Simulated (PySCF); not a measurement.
Hf(2+) (hafnium, charge +2) across methods

[Xe] 4f14 5d2, high-spin 3F determinant. Calculation: PySCF 2.14, in ANO-RCC-VTZP (8s7p5d3f2g1h, 104 functions); scalar relativity by spin-free X2C-1e.

```
method   E (hartree)  mean ε 4f α (eV)  mean ε 4f β (eV)  mean ε 5d α (eV)  Σ⟨r²⟩ (bohr²)   ⟨S²⟩
   PBE     -15077.34           -31.969           -31.794           -17.706          40.53  2.001
r2SCAN     -15077.42           -31.998           -31.796           -17.953          40.14  2.003
   UHF  -15072.19398           -45.841           -45.714           -22.043          39.89  2.005
  PBE0     -15077.10           -35.621           -35.446           -18.936          40.20  2.002
```

(1) Estimate the same row for LDA.

Spin-orbit coupling, absent here, splits the open shell strongly.

Results:

(1) E (hartree) = -15067.40; mean ε 4f α (eV) = -32.360; mean ε 4f β (eV) = -32.172; mean ε 5d α (eV) = -17.723; Σ⟨r²⟩ (bohr²) = 40.51; ⟨S²⟩ = 2.001.
